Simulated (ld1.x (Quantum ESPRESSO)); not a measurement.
## nitrogen (N): variants of one RRKJ potential

Base potential:

ld1.x (Quantum ESPRESSO) 7.5 input, shortened:

```
&input
   title='N', zed=7., rel=1, dft='PBE', iswitch=3,
   config='[He] 2s2 2p3 3d-2'
 /
 &inputp
   pseudotype=2, tm=.false., rho0=0.01, lloc=0,
   nlcc=.false.
 /
3
2P  2  1   3.00   0.00  1.65  1.65  0.0
3D  3  2  -2.00   0.05  1.65  1.65  0.0
2S  1  0   2.00   0.00  0.75  0.75  0.0
 &test
   configts(1)='2s2 2p3'
 /
```

All-electron outer shells of the reference configuration (PBE, scalar-relativistic, ld1.x):

```json
{"shell": "1s", "level (eV)": "-384.72", "outermost node (bohr)": "–", "outermost maximum (bohr)": "0.15"}
{"shell": "2s", "level (eV)": "-18.58", "outermost node (bohr)": "0.32", "outermost maximum (bohr)": "1.02"}
{"shell": "2p", "level (eV)": "-7.09", "outermost node (bohr)": "–", "outermost maximum (bohr)": "0.98"}
```

Cutoffs, loose and tight: the cutoffs (Ry, on a coarse ladder) from which the occupation-weighted sum of valence levels, in a spherical-Bessel basis at the reference potential, stays within 10 and 1 mRy of its value at 400 Ry. They do not see the model core or the augmentation charge, which bear on the density cutoff. Test errors are all-electron minus pseudo excitation energies from the reference, over the configurations 2s2 2p2; 2s2 2p1; 2s2 2p0; 2s2 2p3.3; 2s1 2p4; 2s2 2p2.5; 2s1 2p0. A dash means not determined; rows that change the core or the reference have their own tests.

Cutoffs are not given where the Bessel-basis levels miss the radial ones by over 6 mRy, ghosts where they miss by over 20 mRy; a channel whose overlap is not positive is not tested.

A file whose overlap is not positive is unfit for use, and its test errors describe a broken file.

```tsv
change	outcome	cutoff, loose	cutoff, tight	bound ghosts	largest test error (meV)
base	generated	100 Ry	230 Ry	none	+1816
core correction a·sin(br)/r model core inside 0.50 bohr	generated	100 Ry	230 Ry	none	+1817
wave 3d channel at 0.05 Ry: rc 1.65 bohr becomes 3d channel at 0.05 Ry: rc 1.84 bohr	generated	100 Ry	230 Ry	none	+1816
type ultrasoft; waves now 2s (bound): rcut 0.65, rcutus 0.75 bohr; 2s channel at 0.15 Ry: rcut 0.65, rcutus 0.75 bohr; 2p (bound): rcut 1.45, rcutus 1.65 bohr; 2p channel at 0.9 Ry: rcut 1.45, rcutus 1.65 bohr; 3d channel at 0.05 Ry: rcut 1.45, rcutus 1.65 bohr; local potential all-electron potential smoothed inside 0.60 bohr (lloc = -2); augmentation built from norm-conserving waves at rcut, not smoothed further; rho0 0	generated, overlap not positive	–	–	not determined (overlap not positive)	+1070
functional LDA (PZ)	generated	100 Ry	230 Ry	none	+1952
wave 3d channel at 0.05 Ry: rc 1.65 bohr becomes 3d channel at -0.11 Ry: rc 1.65 bohr	generated	100 Ry	230 Ry	none	+1816
wave 2p (bound): rc 1.65 bohr becomes 2p (bound): rc 2.40 bohr	generated	100 Ry	230 Ry	none	+6480
```

(1) What comes out with this change to the base: wave 2s (bound): rc 0.75 bohr becomes 2s (bound): rc 0.52 bohr?

(2) What comes out with this change to the base: wave 2s (bound): rc 0.75 bohr becomes 2s (bound): rc 0.54 bohr?

(3) What comes out with this change to the base: all radii scaled by about 0.88 (s 0.66, p 1.46, d 1.46 bohr)?

Results:

(1) outcome: generated; cutoff, loose: over 300 Ry; cutoff, tight: over 300 Ry; bound ghosts: none; largest test error (meV): +1972.

(2) outcome: generated; cutoff, loose: 300 Ry; cutoff, tight: over 300 Ry; bound ghosts: none; largest test error (meV): +1950.

(3) outcome: generated; cutoff, loose: 180 Ry; cutoff, tight: over 300 Ry; bound ghosts: none; largest test error (meV): +1292.
